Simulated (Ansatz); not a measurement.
Compare A (`[SiH3]C1=NCO1`) with its isomer B (`O[SiH2]C1=NC1`).

Program: Ansatz. Geometries: PBE0-D4/def2-TZVP. ΔE: electronic, gas phase. CBS: MP2 limit from def2 TZ/QZ plus the TZ coupled-cluster correction, frozen cores. DFT in def2-TZVPP. B3LYP here is the variant with VWN-RPA as its local correlation; programs differ in this. One conformer a species, not always the lowest.

Problem. Which is lower in electronic energy at CCSD(T)/CBS, and by how much? (Best estimate.)

Solution. Computed: B, by 29.2 kcal/mol.

Problem. Give E(B) − E(A) in kcal/mol with B3LYP-D4, HF/def2-TZVPP, CCSD/def2-TZVPP, CCSD(T)/def2-TZVPP, PBE-D4, B3LYP, PBE0-D4. (Estimate.)

Solution. The calculation gave: B3LYP-D4 -27.3, HF/def2-TZVPP -29.5, CCSD/def2-TZVPP -28.8, CCSD(T)/def2-TZVPP -28.0, PBE-D4 -23.8, B3LYP -27.4, PBE0-D4 -25.4. None reverses the order clearly.

Largest T1 diagnostic: 0.015.

From PBE to PBE0 (25 % exact exchange), in def2-TZVPP and without D4, E(B) − E(A) moves by −1.6 kcal/mol.
